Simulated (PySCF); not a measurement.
Compound: C4H12BP.
Numbering: `[CH3:1][CH2:2][CH2:3][B:4]([CH3:5])[PH2:6]` (hydrogens: H7, H8, H9 on C1; H10, H11 on C2; H12, H13 on C3; H14, H15, H16 on C5; H17, H18 on P6)

Level: CAM-B3LYP/def2-SVPD in PySCF, non-relativistic, on one gas-phase PBE0-D3(BJ)/def2-SVP geometry that isn't relaxed in the solvent. The solvent is an IEF-PCM continuum (van der Waals radii × 1.2), and excitations are vertical TDDFT with non-equilibrium linear response and a frozen core. The model holds no explicit solvent molecules, cavitation or dispersion.

Gas-phase singlets (H = HOMO, L = LUMO):

```
state  E (eV)  λ (nm)      f           leading configurations
   S1   5.183     239  0.072                          H→L 86%
   S2   6.328     196  0.017  H-1→L 34%, H-2→L 30%, H→L+1 20%
   S3   6.376     194  0.049             H→L+1 55%, H-2→L 24%
   S4   6.571     189  0.079             H-1→L 46%, H-2→L 32%
   S5   6.707     185  0.025             H→L+4 55%, H→L+3 32%
```

Problem. What are the lowest 5 singlets in acetone (ε = 20.49)?

Solution. 
```csv
state,E (eV),λ (nm),f,leading configurations,change by rank (eV)
S1,5.247,236,0.093,H→L 87%,+0.064
S2,6.281,197,0.009,"H-2→L 47%, H-1→L 41%",-0.047
S3,6.463,192,0.075,H→L+1 72%,+0.087
S4,6.572,189,0.123,"H-1→L 42%, H-2→L 33%, H→L+1 9%",+0.001
S5,6.748,184,0.036,"H→L+3 46%, H→L+4 42%",+0.041
```

Problem. The ground-state energy changes by -0.074 eV from gas to acetone. By how much does the total energy of gas-phase S1 change?

Solution. E(S1) = E(S0) + excitation energy, so it changes by -0.074 + 0.064 = -0.010 eV: it is lowered less than the ground state, which is what a blue shift means. This is the vertical state, with the slow part of the continuum still set for S0.

Problem. How do the frontier levels move from gas to acetone?

Solution. 
```csv
orbital,gas (eV),solvent (eV),change (eV),"Löwdin shares, gas","Löwdin shares, solvent"
LUMO+2,1.73,1.89,+0.16,"C1 26 %, H8 11 %, C2 9 %, P6 8 %","C1 28 %, H8 11 %, C2 9 %, H9 8 %"
LUMO+1,0.89,1.06,+0.17,"B4 44 %, P6 10 %, C5 7 %, C3 4 %","B4 46 %, P6 12 %, C5 6 %"
LUMO,0.25,0.40,+0.15,"B4 40 %, P6 18 %, C5 10 %, C3 10 %","B4 40 %, P6 19 %, C5 11 %, C3 10 %"
HOMO,-8.31,-8.31,0.00,"P6 60 %, B4 17 %, H17 6 %, H18 6 %","P6 60 %, B4 17 %, H17 6 %, H18 6 %"
HOMO-1,-9.91,-9.76,+0.15,"P6 23 %, C3 19 %, B4 18 %, C2 8 %","P6 21 %, C3 20 %, B4 18 %, C2 8 %"
HOMO-2,-10.19,-10.00,+0.19,"C5 21 %, B4 20 %, C3 17 %, P6 8 %","C5 20 %, B4 19 %, C3 16 %, P6 9 %"
HOMO-3,-10.74,-10.52,+0.22,"C2 26 %, C1 15 %, H11 12 %, C3 10 %","C2 26 %, C1 15 %, H11 12 %, C3 10 %"
```

The HOMO–LUMO gap goes from 8.56 to 8.71 eV.

Conformer computed: `[CH3:1][CH2:2][CH2:3][B:4]([CH3:5])[PH2:6]`: C1–C2–C3–B4 -176°, C2–C3–B4–C5 20°, H–P6–B4–C3 -138°, H–P6–B4–C3 -38°.
